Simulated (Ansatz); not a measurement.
Spectroscopic constants of Cu$_{2}$, closed-shell singlet (the spin of the measured ground state). No spin–orbit coupling. Cu is treated without relativity.

D_e counts from the fitted minimum to each atom's lowest state at the same level, without counterpoise. The singlet is restricted.

Programs: Ansatz (a first-principles code). Each number belongs to the level named beside it.

Problem. Estimate the bond energy D_e that wB97M-V/def2-TZVPP returns for this input.

Solution. 44.8 kcal/mol

Problem. Predict the bond energy D_e from PBE0/def2-TZVPP.

Solution. 41.0 kcal/mol

Problem. What is the computed bond energy D_e (SVWN5/def2-TZVPP)?

Solution. 59.7 kcal/mol
